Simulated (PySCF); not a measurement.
Species: C₂H₄N₂SSeSi.
Structure used (PBE0-D3(BJ)/def2-SVP), in Å, numbered top down from 1:
```
atom  x, y, z in Å
Si1   -2.1421   -0.6439    0.2197
S2    -0.7946    0.6583    1.3134
C3     0.6355    0.3417    0.3416
C4     1.9079    0.9876    0.6082
N5     2.8885    0.6710   -0.1813
Se6    2.2664   -0.5184   -1.3796
N7     0.6118   -0.4886   -0.6636
H8    -1.7121   -2.0647    0.3103
H9    -2.2941   -0.1982   -1.1911
H10   -3.4228   -0.4477    0.9603
H11    2.0612    1.7053    1.4209
```

All values: PBE0/def2-SVPD (PySCF, non-relativistic), on one gas-phase PBE0-D3(BJ)/def2-SVP geometry that isn't relaxed in the solvent. The solvent is an IEF-PCM continuum (van der Waals radii × 1.2), and excitations are vertical TDDFT with non-equilibrium linear response and a frozen core. Only the electrostatic response of the medium enters. Spin–orbit coupling is left out although an atom past zinc is present.

| run | E − E(gas) (kJ/mol) | HOMO (eV) | HOMO–LUMO gap (eV) | dipole (D) | lowest singlet (eV) | static polarisability (au) |
| --- | --- | --- | --- | --- | --- | --- |
| gas | 0.00 | -6.95 | 4.95 | 0.65 | 4.20 | 111.3 |
| P | -14.56 | -6.91 | 4.95 | 0.80 | 4.16 | 159.3 |
| Q | -10.45 | -6.91 | 4.95 | 0.77 | 4.14 | 143.6 |

Question: The runs were made in chloroform and methanol. Which run belongs to which solvent?

Answer: P = methanol, Q = chloroform. The dielectric constants are 4.711 (chloroform), 32.61 (methanol), and the energy falls further as ε rises. The optical constants n² used for the excitations are 2.09, 1.77 in the same order. In this model the ground state sees the solvent through ε alone.

Question: How constant is the ratio of the lowering to (ε − 1)/(2ε + 1)?

Answer: 
| solvent | (ε − 1)/(2ε + 1) | E − E(gas) (kJ/mol) | ratio (kJ/mol) | polarisation term (kJ/mol) |
| --- | --- | --- | --- | --- |
| chloroform | 0.356 | -10.45 | -29.3 | -11.33 |
| methanol | 0.477 | -14.56 | -30.5 | -16.29 |

The ratio changes by +4.0 % in size from chloroform to methanol. The polarisation term is half the interaction of the solute with the induced surface charges.

The run took about 40 s of CPU time (one thread, shared machine). This is the whole response run at PBE0/def2-SVPD in methanol, SCF included.
